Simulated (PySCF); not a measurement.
A family of related molecules: H2E=E'H2. All species are isolated molecules in the gas phase. One relaxed conformer stands for each flexible species; it need not be the lowest. Strings in code marks are SMILES.

The four lowest singlet excitations (Tamm–Dancoff). Computed with TPSSh-D3(BJ)/def2-TZVP // CAM-B3LYP-D3(BJ)/def2-TZVP (PySCF). Excitations are Tamm–Dancoff values on a coarser integration grid. The basis has no diffuse functions, so Rydberg states are missing or too high.

| state | energy (eV) | wavelength (nm) | oscillator strength |
|---|---|---|---|
| S1 | 4.71 | 263 | 0.056 |
| S2 | 4.84 | 256 | 0.269 |
| S3 | 5.74 | 216 | 0.007 |
| S4 | 6.11 | 203 | 0.003 |

Q: Name which member gives these states.
A. `[NH2][GaH2]`
B. `[NH2][AlH2]`
C. `[CH2]=[SnH2]`
D. `BN`

A: C, `[CH2]=[SnH2]`
